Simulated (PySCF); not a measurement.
A geometry optimisation on `c1c([SiH3])cc[se]1`.

Method: LC-wPBE/def2-SV(P) geometry optimisation, gas phase (PySCF 2.14.0). Start geometry: GFN2-xTB. The input is one job of a driver script: a line of settings, then coordinates in Å.

Input:
```
{"job": {"xc": "LC-wPBE", "basis": "def2-SV(P)", "grid": 1, "kind": "geom"}, "charge": 0, "multiplicity": 1}
Si    -1.960640     0.039186     0.088113
C     -0.093643    -0.161929    -0.001744
C      0.816425     0.931569     0.047035
C      2.127005     0.602591    -0.051204
Se     2.378491    -1.227230    -0.225774
C      0.529548    -1.363368    -0.140160
H     -2.540428    -1.168922     0.676900
H     -2.491879     0.242300    -1.263313
H     -2.260918     1.207128     0.918957
H      0.478395     1.948539     0.157407
H      2.966408     1.274896    -0.033907
H      0.052434    -2.325446    -0.198337
```

Output:
```
step   0  E = -2846.00650565  max force = 0.018195
step   1  E = -2846.00831924  max force = 0.004213
step   2  E = -2846.00867550  max force = 0.004641
step   3  E = -2846.00905960  max force = 0.001613
step   4  E = -2846.00908165  max force = 0.001844
step   5  E = -2846.00912846  max force = 0.000923
step   6  E = -2846.00915797  max force = 0.000642
step   7  E = -2846.00920390  max force = 0.001183
step   8  E = -2846.00925523  max force = 0.001430
step   9  E = -2846.00932392  max force = 0.001310
step  10  E = -2846.00936970  max force = 0.000771
step  11  E = -2846.00937704  max force = 0.000549
step  12  E = -2846.00937951  max force = 0.000101
optimisation converged
```

Energies in Eh; «max force» is the largest Cartesian gradient component in Eh/bohr.

**Question.** How much energy does the optimisation release, in eV?

**Answer.** E(step 0) − E(last step) = 0.002874 Eh, which is 0.078 eV.

**Question.** Give the first gradient maximum in eV/Å.

**Answer.** With 1 Eh/bohr = 51.422 eV/Å, 0.936 eV/Å.

Summary of the converged run: final energy -2846.00938 Eh after 12 steps; dipole 0.61 D.

**Question.** Where do the atoms end?

**Answer.** 0.294 Å rms from the input after alignment:
```
atom  x, y, z in Å
Si1   -1.9411    0.1229   -0.1819
C2    -0.1024   -0.1436    0.0107
C3     0.8868    0.9022   -0.0502
C4     2.1706    0.4920    0.1160
Se5    2.2787   -1.3253    0.3777
C6     0.4470   -1.3745    0.2282
H7    -2.6404   -1.1880   -0.0430
H8    -2.2599    0.7056   -1.5197
H9    -2.4562    1.0633    0.8579
H10    0.6305    1.9522   -0.2181
H11    3.0622    1.1207    0.1045
H12   -0.0911   -2.3209    0.3136
```

**Question.** How long does this job take on Arm Neoverse V2, one thread, shared host with 96 logical CPUs at a one-minute load of 27? And the peak memory of the process?

**Answer.** About 2.0 min, with 0.61 GiB resident at the peak, the Python interpreter and its libraries included.
Labels such as C1 count atoms from 1, the log's own numbers from 0.
